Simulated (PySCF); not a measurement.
# Identify the compound

The spectra below were simulated for a compound C2H13NSi3.

¹H NMR (400 MHz, computed): δ 4.84 (t, 2H), 4.78 (s, 6H), 1.16 (t, 3H), 0.88 (m, 2H).

¹³C{¹H} NMR (computed): δ 9.3, 8.1.

- shieldings: GIAO PBE0/pcSseg-1
- GFN2-xTB structure
- program: PySCF 2.14
- one averaged value for each set of equivalent atoms, one computed conformer, relativity neglected, gas phase

Scale: TMS for ¹H (31.72 ppm) and ¹³C (186.93 ppm) (reference shieldings calculated alike).

**Question.** Choose the structure that fits.
A. CC[SiH2]N([SiH3])[SiH3]
B. CN(C)[SiH2][SiH2][SiH3]
C. C[SiH](C)N([SiH3])[SiH3]

**Answer.** A. 

The formula gives 0 degrees of unsaturation. 2 carbon signals for 2 carbons: no two carbons are equivalent. Carbon types of the structure: 1 × CH2, 1 × CH3, leaving 8 H on heteroatoms. δC 9.3: methyl carbon; aliphatic region, no heteroatom directly attached. δC 8.1: sp3 CH2 bonded to Si; an electropositive neighbour leaves it electron-rich and shielded. δH 4.84: hydrogen on a silicon bonded to C, N. δH 4.78: hydrogen on a silicon bonded to N. δH 0.88: hydrogen on an sp3 CH2 bonded to Si; an electropositive neighbour shields it, as in TMS itself.

The others: C[SiH](C)N([SiH3])[SiH3] would give 1 carbon signal, not 2; CN(C)[SiH2][SiH2][SiH3] would give 1 carbon signal, not 2.

Shifts are as computed. Against solution values, carbons near 30 ppm lie about +3 ppm off and those near 130 ppm about +5 ppm. Of 1211 compounds with measured shifts, 218 miss one by over three times the rms of a fit or turn the order of signals round; such compounds aren't used in these exercises. Multiplicities follow the n + 1 count of equivalent neighbours, as no J values were calculated; m marks all less simple cases, F and P coupling included.
